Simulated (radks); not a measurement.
Results of a calculation; reference values are marked as such.
All-electron atom: Sb4+ in [Kr] 4d10 5s1. Code: a radial shooting solver on a logarithmic mesh with Libxc functionals. Model: Dirac Kohn-Sham, PBE, spin-unpolarised, spherical densities, point nucleus.

Radial electron density D(r) = 4 pi r^2 rho(r):

```
   r/bohr * D(r) (the largest magnitude, 82.8, reaches the edge; | marks zero)
 0.004642 |            *
 0.006142 |                  *
 0.008192 |                          *
  0.01084 |                                  *
  0.01434 |                                        *
  0.01913 |                                           *
  0.02531 |                                          *
  0.03349 |                                      *
  0.04466 |                                      *
  0.05909 |                                             *
  0.07819 |                                                      *
   0.1035 |                                                     *
    0.138 |                                          *
   0.1826 |                                       *
   0.2416 |                                             *
   0.3222 |                                       *
   0.4263 |                    *
    0.564 |             *
   0.7523 |                *
   0.9954 |            *
    1.317 |     *
    1.743 | *
    2.324 *
    3.075 *
    4.069 *
    5.427 *
```

D(r) has 4 maxima, at r = 0.0201, 0.0882, 0.255, 0.752 bohr, and minima at 0.0393, 0.169, 0.551 bohr, inside which lie 2.03, 11.22, 29.01 electrons.
